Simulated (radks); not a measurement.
Problem. P4+, 11 electrons, occupied as [Ne] 3s1. Calculated with a radial shooting solver on a logarithmic mesh with Libxc functionals: scalar-relativistic Kohn-Sham, PBEsol, spin-polarised, spherical densities, finite nucleus; open shells are filled with parallel spins first; Fermi nuclear charge, rms radius 3.1889 fm. Some entries of the table are withheld. Estimate them.

orbital,occ.,eigenvalue (Ry),<r> (bohr)
1s up,1,-157.2001,0.1037
1s down,1,-157.1819,0.1037
2s up,1,-16.88681,0.5180
2s down,1,-16.85922,0.5174
2p up,3,(1),0.4818
2p down,3,(2),0.4807
3s up,1,-4.37168,(3)

Solution. 
(1) 2p up eigenvalue (Ry): -13.28160
(2) 2p down eigenvalue (Ry): -13.25395
(3) 3s up <r> (bohr): 1.593
